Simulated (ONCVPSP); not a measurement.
# Ranking ONCV potentials for nitrogen (N)

All share these settings but for the change named:

ONCVPSP 4.0.1 input, shortened (lines: element, Z, core and valence counts, functional; n l f; lmax; l rc ep ncon nbas qcut; lloc lpopt rc5 dvloc0; l nproj debl; icmod fcfact rcfact), revPBE, scalar-relativistic:

```
  N 7.00    1    1  -102130      upf
    1    0    2.00
    2    0    2.00
    2
    0    1.05    0.00    4    7    7.00
    1    0.95    0.06    4    8    9.70
    2    0.85    0.44    4    8    9.90
    4    4    0.80    0.00
    0    2    3.80
    1    1    3.50
    2    2    3.10
    3    2.25    1.70
```

In the p channel the program set the typed energies aside and used 0.050 Ha.

Cutoff: the first of the cutoffs (Ha) at which the residual kinetic energy of the hardest occupied pseudo-wave falls to 1 and 0.1 mHa per electron; the density cutoff is not measured.

The base gives 39 Ha.

Of 5 variants that were run, those that failed, showed a ghost or another fault, or gave nearly equal values are left out.

A variant can come out equal or close to the base.

**Question.** Rank these variants from softest to hardest (loose cutoff).
A. s: qcut 4.9; p: qcut 6.8; d: qcut 7
B. functional PBEsol; s: rc 0.85, qcut 8.6
C. local potential polynomial inside 0.80 bohr (lpopt 4, dvloc0 3.5 Ha)

**Answer.** B (33 Ha), C (39 Ha), A (95 Ha).
